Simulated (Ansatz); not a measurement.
C2H8N, charge +1, singlet, at a GFN2-xTB geometry; Ansatz (an electronic-structure program) with PBE/3-21G.

The Ansatz input:
Ansatz 0.2 input:
```yaml
crystal:
  periodic: [false, false, false]
  atoms:
    - {symbol: C, position_ang: [1.24236279, -0.39750113, -0.00322907]}
    - {symbol: C, position_ang: [0.10487807, 0.60216964, 0.01031472]}
    - {symbol: N, position_ang: [-1.20786753, -0.12281767, -0.00534211]}
    - {symbol: H, position_ang: [2.18965049, 0.13332978, 0.00819683]}
    - {symbol: H, position_ang: [1.21540996, -1.04156893, 0.87213189]}
    - {symbol: H, position_ang: [1.22024591, -1.01206128, -0.89968502]}
    - {symbol: H, position_ang: [0.14835877, 1.25030737, -0.86574484]}
    - {symbol: H, position_ang: [0.14351839, 1.22077270, 0.90769459]}
    - {symbol: H, position_ang: [-1.27417674, -0.73835213, 0.81691315]}
    - {symbol: H, position_ang: [-1.26963260, -0.71062506, -0.84798726]}
    - {symbol: H, position_ang: [-2.00174661, 0.52991014, 0.00336156]}
basis:
  gaussian:
    orbitals: 3-21G.json
    fitting: {mean_field: cc-pVTZ-JKFIT}
hamiltonian:
  xc: pbe
total_charge: 1
```
The basis file holds 3-21G in the JSON format of the Basis Set Exchange.

The log (banner, timings and long lists left out):

```
Functional definition: PBE
477 factors; integrals over basis functions are off by at most 1.3e-3 eV
mean field evaluation 1: about -3650.2160 eV, gradient 7.8e1 eV
mean field evaluation 2: about -3639.5660 eV, gradient 9.9e1 eV
mean field evaluation 4: about -3663.0547 eV, gradient 5.7e0 eV
mean field evaluation 8: about -3663.1287 eV, gradient 8.9e-2 eV
mean field -3663.12867273 eV, -134.6174957652 hartree, gradient 4.4e-5 eV, S^2 0.000000; 0 other end points of the search recorded, 0 dependent functions left out
reference -3663.12869292 eV, -134.6174965070 hartree; 13, 13 occupied and 30, 30 virtual orbitals, 477 factors
Total energy: -3663.12869292 eV, -134.6174965070 hartree
```
